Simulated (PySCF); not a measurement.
# Dipole response of Ta (tantalum, neutral)

[Xe] 4f14 5d3 6s2, high-spin 4F determinant. All numbers are calculated (PySCF 2.14, the spin-free X2C one-electron Hamiltonian (Gaussian nucleus), in ANO-RCC-VTZP). Coupled (time-dependent) response in atomic units; α is the mean over directions. The basis has no added diffuse functions, which lowers α and C₆.

```csv
method,mean α (bohr³),C₆ (like pair),S(−4)
PBE,64.00,750.0,1422
```

S(−4) is the Cauchy moment in α(ω) = α(0) + S(−4) ω² + …

Reference α: 74 ± 20 bohr³ (recommended; Schwerdtfeger and Nagle, table of static dipole polarizabilities (2023 update)). Published C₆: 887.0 (Gould and Bucko (2016)).

Spin-orbit coupling is absent.

α(iu) at PBE:

```tsv
u (hartree)	α(iu) (bohr³)
0	64.00
0.0500	60.66
0.100	52.72
0.200	35.71
0.300	24.43
0.500	13.88
0.750	8.846
1.00	6.457
1.50	4.071
2.00	2.857
3.00	1.666
5.00	0.8014
```

A single London oscillator, α(iu) = α/(1 + u²/ω²), gives C₆ = (3/4) ω α². Matching the computed C₆ needs ω = 4 × 750.0 / (3 × 64.00²) = 0.244 hartree.

Spin-orbit coupling, absent here, splits the open shell strongly.
